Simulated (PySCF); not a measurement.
**Shapes and spin states of MoH₄**

Method: PySCF, PBE0, basis Mo def2-TZVP with ECP28, H def2-TZVP (scalar-relativistic core potentials, no spin–orbit coupling, density fitting).

Relaxations began from a few typed shapes and spin states; open shells are unrestricted. The search is not exhaustive: other isomers or separated fragments can lie lower, and high-lying points may rest on an excited occupation.

Task: Order these stationary points by electronic energy, lowest first, in kJ/mol from the lowest minimum.
A. singlet Cs: Mo–H 1.641 Å, Mo–H 1.664 Å (×2), Mo–H 1.711 Å; H–Mo–H 68.8° (×2), H–Mo–H 116.1°, H–Mo–H 117.7° (×2), H–Mo–H 120.3°
B. singlet (closed shell, unstable to spin polarisation) C4v: Mo–H 1.644 Å (×4); H–Mo–H 65.2° (×4), H–Mo–H 99.3° (×2)
C. triplet C4v: Mo–H 1.658 Å (×4); H–Mo–H 72.0° (×4), H–Mo–H 112.5° (×2)
D. triplet D2d: Mo–H 1.722 Å (×4); H–Mo–H 64.6° (×2), H–Mo–H 135.6° (×4)
E. singlet (closed shell, unstable to spin polarisation) C2v: Mo–H 1.676 Å (×2), Mo–H 1.686 Å (×2); H–Mo–H 68.9°, H–Mo–H 115.8° (×4), H–Mo–H 116.2°
F. singlet C2v: Mo–H 1.649 Å (×2), Mo–H 1.741 Å, Mo–H 1.855 Å; H–Mo–H 59.0° (×2), H–Mo–H 118.1°, H–Mo–H 121.0° (×2), H–Mo–H 180.0°
G. triplet Td: Mo–H 1.686 Å (×4); H–Mo–H 109.5° (×6)
H. singlet (closed shell, unstable to spin polarisation) D2d: Mo–H 1.685 Å (×4); H–Mo–H 100.7° (×2), H–Mo–H 114.0° (×4)

Result: G (0.0), C (42.8), D (146.0), E (148.1), H (154.9), B (168.9), A (170.6), F (324.5).

Task: Which of them are minima?

Result: By energy in kJ/mol, 0.0: minimum; 42.8: minimum; 146.0: minimum; 148.1: minimum of the closed-shell surface only; 154.9: saddle point, 1 imaginary mode; 168.9: saddle point, 2 imaginary modes; 170.6: saddle point, 1 imaginary mode; 324.5: saddle point, 2 imaginary modes.

Formally Mo is in oxidation state +4, d2, with 2 unpaired electrons (the high-spin count). The Mulliken spin on Mo is 2.42. The polar-tensor charge on Mo, 1.26, is far below the formal one.

For the lowest minimum: with open d or f shells other occupations or spin states may lie lower.
